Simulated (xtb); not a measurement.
Job for xtb: GFN1-xTB on N (SMILES [N]).

```
$ xtb mol.xyz --gfn 1 --sp --chrg 0 --uhf 3
1

N      0.00000000     0.00000000     0.00000000
```

Problem. Predict the final total energy.

Solution. -2.8953 hartree.
